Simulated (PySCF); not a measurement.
**Basis-set dependence of excited states**

Compound: isobutyl formate, C₅H₁₀O₂.
InChI=1S/C5H10O2/c1-5(2)3-7-4-6/h4-5H,3H2,1-2H3

TDDFT with PBE0 (PySCF), vertical singlets, core orbitals frozen in the response, spherical d and f functions. Geometry: PBE0-D3(BJ)/def2-SVP, one conformer, isolated molecule.

| basis | functions | diffuse | S1 (eV) | S2 (eV) | S3 (eV) | S4 (eV) | S5 (eV) | LUMO (eV) | α (au) |
| --- | --- | --- | --- | --- | --- | --- | --- | --- | --- |
| 6-31G* | 118 | no | 5.99 | 8.02 | 8.35 | 8.81 | 9.32 | 0.54 | 57.9 |
| 6-31+G* | 146 | yes | 5.94 | 7.64 | 7.84 | 8.08 | 8.12 | 0.00 | 65.1 |
| def2-SVP | 148 | no | 5.95 | 7.96 | 8.26 | 8.69 | 8.96 | 0.32 | 59.6 |
| def2-SVPD | 226 | yes | 5.91 | 7.68 | 8.05 | 8.10 | 8.37 | -0.05 | 69.1 |
| aug-cc-pVDZ | 251 | yes | 5.87 | 7.34 | 7.62 | 7.69 | 7.74 | -0.09 | 70.6 |
| def2-TZVP | 277 | no | 5.92 | 7.74 | 8.14 | 8.49 | 8.52 | 0.10 | 67.3 |

Problem. Compare the sets with the largest diffuse one.

Solution. States are compared by their number. Against the largest diffuse basis here (aug-cc-pVDZ, itself not a converged limit), sets without diffuse functions differ by up to 0.13 eV in S1 and 1.58 eV in S5; the smaller diffuse sets differ by up to 0.07 and 0.63 eV. State by state, the largest deviation of a set without diffuse functions is S1 0.13, S2 0.68, S3 0.73, S4 1.12, S5 1.58 eV. The same number needn't mean the same state in each row. Against aug-cc-pVDZ the polarisability deviates by -18% in 6-31G*, -8% in 6-31+G*, -16% in def2-SVP, -2% in def2-SVPD, -5% in def2-TZVP. A single + in a Pople set puts diffuse functions on heavy atoms only.
